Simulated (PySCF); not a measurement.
Si(SH)(SiH3) (H₄SSi₂), SMILES [SiH3][Si]S (connectivity only; charge and spin as stated), neutral, multiplicity 1.

The structure is a stationary point at B3LYP-D3(BJ)/def2-TZVP. The values are those of a single conformer.

Computed with CAM-B3LYP/def2-TZVPD (PySCF).

The molecule is in vacuum.

### Question
Estimate the frontier levels, gap, dipole moment and polarisability. (Estimate from the structure and the level; the computed values follow.)

### Answer

The highest occupied level comes out as -7.74 eV. The lowest empty level is -1.68 eV and the orbital gap is 6.06 eV. The dipole moment is 0.91 D and the quadrupole, principal values (traceless, Buckingham form, about the centre of nuclear charge) is -4.03, 1.21, 2.83 D·Å. The mean static polarisability is 88.2 bohr³ (13.06 Å³). The polarisability, principal values comes out as 66.8, 88.0, 109.7 bohr³.
